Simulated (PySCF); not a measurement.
Consider aluminum bromide, `[Br][Al]([Br])[Br]` (AlBr3). Atom numbers as in the mapped SMILES `[Br:1][Al:2]([Br:3])[Br:4]`.

Level of theory: ωB97X-D3(BJ)/ma-def2-TZVP single points in PySCF, grid level 2; every species was optimised with PBE0-D3(BJ)/ma-def2-SVP. ωB97X-D3(BJ) is ωB97X-V with D3(BJ) in place of VV10. Zero-point and thermal terms (298.15 K, 1 bar) come from unscaled PBE0-D3(BJ)/ma-def2-SVP harmonic frequencies, with soft modes damped to free rotors in the entropy.

Q: What are the vertical and the adiabatic ionisation energy for forming the radical cation?

A: 11.15 eV vertical and 10.60 eV adiabatic, the latter with zero-point energy.

Q: Where does the unpaired spin of the relaxed radical cation sit?

A: Br4 (bromine) 0.52, Br3 (bromine) 0.52 (intrinsic atomic orbital populations). This structure is symmetry-broken (see the note below).

Q: What are the vertical and the adiabatic electron affinity for forming the radical anion?

A: 0.13 eV vertical and 1.55 eV adiabatic, the latter with zero-point energy.

Q: Where does the unpaired spin of the relaxed radical anion sit?

A: Al2 (aluminium) 0.79 (intrinsic atomic orbital populations).

Q: How far is −ε(HOMO) from the vertical value by ΔSCF?

A: −ε(HOMO) = 11.05 eV, which is 0.10 eV below the ΔSCF value.

Caveats: spin-orbit coupling is left out of the energies, which matters for open shells on the heavier atoms; atoms from Ga to Kr are treated without relativity; Br1 and Br4 are equivalent in the parent, but the relaxed radical cation is symmetry-broken (D3h to C2v), as a Jahn-Teller-type distortion or an artefact of the method; its spin populations, distances and adiabatic value belong to that structure.
